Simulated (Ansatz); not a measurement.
Consider the ligand exchange at the Hf–S bond: `C[S][Hf]([OH])([F])[Cl]` + H₂S → `[OH][Hf]([F])([SH])[Cl]` + CH₃SH.

Gas-phase electronic energies from Ansatz, PBE0-D4/def2-TZVP geometries. CBS: MP2 limit from def2 TZ/QZ plus the TZ coupled-cluster correction, frozen cores. This one scheme is used for every species. Functionals use def2-TZVPP. def2 core potentials past Kr. For Hf outer-core shells are correlated without core-valence functions, which leaves a few kJ/mol of doubt a bond. Each species was taken in one conformer, which may not be the lowest.

```
        level  ΔE (kJ/mol)
      PBE0-D4        -10.3
       r2SCAN        -10.5
HF/def2-QZVPP        -16.0
 HF/CBS(def2)        -16.0
```

(1) What does CCSD(T)/CBS give? (Best estimate.)

Largest T1 diagnostic among the species: 0.015.

## Answers

(1) Computed: -8.3 kJ/mol. The listed levels differ from it by -2.0, -2.2, -7.7, -7.7 kJ/mol.

In def2-TZVPP, CCSD(T) changes the Hartree–Fock value by +7.0 kJ/mol (the triples alone add +1.5 kJ/mol) and MP2 by +7.9 kJ/mol. The D4 term adds +3.9 kJ/mol with B3LYP and +2.4 kJ/mol with PBE0; it sums over pairs of atoms, weighted by their polarisabilities, and B3LYP, whose exchange is more repulsive, gets the larger term.

B3LYP here is the variant with VWN-RPA as its local correlation; programs differ in this.
